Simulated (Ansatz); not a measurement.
Start from `C[O][Sn]([OH])([Cl])[Cl]` and change one atom or group to get `C[O][Sn]([OH])([F])[Cl]`.

Ansatz, PBE0-D4/def2-TZVP geometries, multiplicity 1. Each molecule was computed in one conformer, which needn't be the lowest.

Elements past krypton have def2 core potentials.

```json
{"property": "LUMO energy (B3LYP/def2-TZVPP) / eV", "`C[O][Sn]([OH])([Cl])[Cl]`": "-2.67"}
{"property": "HOMO energy (B3LYP/def2-TZVPP) / eV", "`C[O][Sn]([OH])([Cl])[Cl]`": "-8.36"}
{"property": "HOMO–LUMO gap (B3LYP/def2-TZVPP) / eV", "`C[O][Sn]([OH])([Cl])[Cl]`": "5.69"}
{"property": "LUMO energy (ωB97M-V/def2-TZVPP) / eV", "`C[O][Sn]([OH])([Cl])[Cl]`": "-0.30"}
{"property": "LUMO energy (PBE0/def2-TZVPP) / eV", "`C[O][Sn]([OH])([Cl])[Cl]`": "-2.35"}
{"property": "size of the dipole moment (PBE/def2-TZVPP) / D", "`C[O][Sn]([OH])([Cl])[Cl]`": "2.15"}
```

What does the change do to each property? (Best estimate.)

Ansatz gave: 
```tsv
property	`C[O][Sn]([OH])([F])[Cl]`	shift
LUMO energy (B3LYP/def2-TZVPP) / eV	-2.68	-0.01
HOMO energy (B3LYP/def2-TZVPP) / eV	-8.46	-0.10
HOMO–LUMO gap (B3LYP/def2-TZVPP) / eV	5.78	0.09
LUMO energy (ωB97M-V/def2-TZVPP) / eV	-0.27	0.03
LUMO energy (PBE0/def2-TZVPP) / eV	-2.34	0.01
size of the dipole moment (PBE/def2-TZVPP) / D	2.41	0.26
```

Dipoles are sizes alone; their direction can turn.

B3LYP here is the variant with VWN-RPA as its local correlation; programs differ in this.
